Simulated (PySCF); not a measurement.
Diatomics of B with the chalcogens

PBE0 with double-zeta basis sets in PySCF, for the lowest determinant that a PBE0 search found; no spin–orbit coupling. De refers to high-spin ground-configuration atoms. A positive dipole means M(−)B(+).

```tsv
M	basis	state (unpaired electrons)	Re (Å)	ωe (cm⁻¹)	De (eV)	μ (D)
O	cc-pVDZ	doublet (σ ↑)	1.206	1919	8.28	2.10
S	def2-SVP	doublet (σ ↑)	1.614	1224	6.09	0.84
Se	jorge-DZP-DKH	doublet (σ ↑)	1.732	1006	5.15	0.48
Te	aug-cc-pVDZ/aug-cc-pVDZ-PP	doublet (σ ↑)	1.959	829	4.00	-0.12
```

The shortest bond is that of BO (1.206 Å), the longest that of BTe (1.959 Å). BO is bound most strongly (8.28 eV) and BTe least (4.00 eV).

The rows differ in basis set, which adds steps of its own.

Relativity is treated differently too: O no relativity; S no relativity; Se spin-free X2C; Te scalar-relativistic core potentials.

Down a group bonds as a rule get longer and wavenumbers fall, partly through the reduced mass; this series shows no clear exception.

Spin–orbit coupling is left out, which matters for elements this heavy, above all for dissociation energies. States were picked by a PBE0 search and need not be the measured ground states.
